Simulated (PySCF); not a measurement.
# Molecular orbitals of GeB⁺

B97-3 at R = 2.186 Å; Ge def2-TZVPPD, B def2-TZVPPD; no relativity (PySCF 2.14). State: ³Π (triplet), unpaired electrons σ ↑, π ↑. Only the outer orbitals are listed, counted within each symmetry.

```tsv
spin	orbital	occ.	ε (eV)	on Ge (%)	main shells (%)
α	8σ	1	-21.78	77	71 Ge s, 20 B s
α	9σ	1	-17.13	41	59 B s, 31 Ge s, 10 Ge p
α	10σ	1	-13.13	38	52 B p, 34 Ge p, 10 B s
α	4π	1	-12.63	63	60 Ge p, 36 B p
α	4π	0	-10.38	65	63 Ge p, 34 B p
α	5π	0	-8.20	45	56 B p, 43 Ge p
α	5π	0	-7.59	42	58 B p, 39 Ge p
β	8σ	1	-20.55	73	69 Ge s, 21 B s
β	9σ	1	-15.52	49	50 B s, 30 Ge s, 18 Ge p
β	4π	0	-10.05	71	69 Ge p, 28 B p
β	4π	0	-9.63	70	68 Ge p, 29 B p
β	10σ	0	-9.13	34	37 B p, 35 Ge p, 29 B s
```

Question: Which are the highest filled and the lowest empty level, where do they sit, and how wide is the gap?

Answer: Highest filled α 4π at -12.63 eV (in %: 60 Ge p, 36 B p); lowest empty α 4π at -10.38 eV (in %: 63 Ge p, 34 B p); the gap at B97-3 is 2.25 eV. Both belong to one degenerate shell, split only by its one-sided filling, so this is no excitation gap.

```json
{
  "bond order (Mayer)": "1.20",
  "⟨S²⟩": "2.006",
  "charge on Ge (Mulliken, basis-dependent)": "0.58",
  "charge on Ge (Löwdin, basis-dependent)": "0.98",
  "dipole moment (positive dipole points towards B; it is taken about the centre of mass and depends on that origin)": "1.69 D"
}
```

Spin–orbit coupling is left out. The state is the lowest determinant that a PBE0 search found; another state may lie lower at other levels.
